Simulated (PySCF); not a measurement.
Fe: excitation energy

Fe [Ar] 3d6 4s2 (5D) → Fe [Ar] 3d6 4s1 4p1 (high-spin determinant), as a difference of total energies. All numbers are calculated (PySCF 2.14, the non-relativistic Hamiltonian (point nucleus), in dyall-av2z). Correlated levels: valence: [Ar] frozen; virtual orbitals above 40 to 60 times the deepest correlated orbital energy dropped. The calculations carry no spin-orbit coupling.

| method | excitation energy (eV) |
| --- | --- |
| UHF | 1.244 |
| LDA | 2.642 |
| PBE | 2.427 |
| PBE0 | 2.231 |
| r2SCAN0 | 2.081 |
| revPBE | 2.344 |
| PBEsol | 2.383 |
| M06 | 3.457 |
| MP2 (valence) | 2.067 |
| SCS-MP2 (valence) | 2.332 |

Problem. How much does correlation contribute at MP2 (valence)?

Solution. 2.067 − (1.244) = 0.823 eV, measured against UHF.

A first-order spin-orbit estimate (lowest level to lowest level, LS coupling) adds 0.015 eV.

The determinant of the upper state mixes LS terms, which raises its energy above the lowest term, most at the Hartree-Fock and MP2 levels.
